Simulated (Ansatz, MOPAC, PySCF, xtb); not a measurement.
Complex: C2H4 (SMILES C=C) (first 6 atoms) with CH4O (SMILES CO); geometry from B3LYP-D3(BJ)/def2-TZVP, rigid monomers moved along the line of their centres of mass till C1···H12 is 2.80 Å.
(charge 0, multiplicity 1):
```xyz
12

C      0.70193     0.20810     0.02380
C     -0.60631     0.02689    -0.10076
H      1.16581     1.16679    -0.17399
H      1.36150    -0.59620     0.32679
H     -1.06908    -0.93284     0.09547
H     -1.26629     0.82981    -0.40593
C     -0.23990    -0.60283     4.06265
O     -0.37198     0.71766     3.56574
H     -1.01588    -1.27248     3.67285
H     -0.34650    -0.55169     5.14578
H      0.74147    -1.03581     3.83463
H     -0.27966     0.68826     2.60517
```

Monomers are frozen at their geometry in the pair; levels with a basis set take the counterpoise correction. Rows marked so take none.

Rows in 6-31G* carry no dispersion term and start afresh at each structure (6-31G* with six Cartesian d functions). The state that PM6 reach isn't checked.

Run with Ansatz (an electronic-structure program); MOPAC for PM6 (differences of heats of formation); PySCF for 6-31G* rows, the dispersion terms; xtb for the GFN methods. 

### Question
One of these levels gives -3.9 kJ/mol for the interaction energy. Which one is it?
A) PM6
B) PBE-D3(BJ)/def2-TZVPPD
C) GFN2-xTB
D) BP86/6-31G* (no counterpoise)

### Answer
A, PM6. The others give -6.5 (GFN2-xTB), -12.3 (PBE-D3(BJ)/def2-TZVPPD), -9.1 (BP86/6-31G* (no counterpoise))
